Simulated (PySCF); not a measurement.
**Exercise with solution: dipole moment from atomic charges**

H₅NOSiTe, SMILES N[Te]O[SiH3]. Atoms are numbered in the order given.

```xyz
9

Te    -0.6017     0.0468     0.5711
N     -0.6430     1.9589     0.0032
H      0.0146     2.5724     0.4768
H     -0.6532     2.1245    -0.9994
O      1.2316    -0.5388    -0.0314
Si     1.5435    -0.9511    -1.6166
H      0.7563    -2.1491    -2.0464
H      3.0013    -1.2472    -1.7245
H      1.2067     0.1780    -2.5446
```

Geometry: PBE0-D3(BJ)/def2-SVP. This is a generated structure with no PubChem entry under its InChIKey; it may be hypothetical. The def2 effective core potentials stand for the cores of Te; spin–orbit coupling is left out. The values are those of a single conformer.

Charges (e) from PBE/def2-TZVP (PySCF):

```json
[
 {"atom": "Te1", "Mulliken": "0.409", "ESP fit": "0.269"},
 {"atom": "N2", "Mulliken": "-0.602", "ESP fit": "-0.763"},
 {"atom": "H3", "Mulliken": "0.247", "ESP fit": "0.360"},
 {"atom": "H4", "Mulliken": "0.248", "ESP fit": "0.359"},
 {"atom": "O5", "Mulliken": "-0.469", "ESP fit": "-0.336"},
 {"atom": "Si6", "Mulliken": "0.299", "ESP fit": "0.330"},
 {"atom": "H7", "Mulliken": "-0.042", "ESP fit": "-0.079"},
 {"atom": "H8", "Mulliken": "-0.032", "ESP fit": "-0.047"},
 {"atom": "H9", "Mulliken": "-0.058", "ESP fit": "-0.094"}
]
```

The dipole moment of the full density is 1.44 D.

What dipole moment does each set of point charges give, and which comes closer to that of the density?


μ = Σ q r, and 1 e Å = 4.8032 D.
Mulliken: Σ q r = (-0.331, 0.090, -0.078) e Å, |μ| = 1.69 D.
ESP fit: Σ q r = (-0.119, 0.286, -0.077) e Å, |μ| = 1.53 D.
ESP fit comes closer in size. Point charges leave out the atoms' own dipoles (lone pairs, polarised bonds); fits to the potential absorb them, partitions of the density don't.
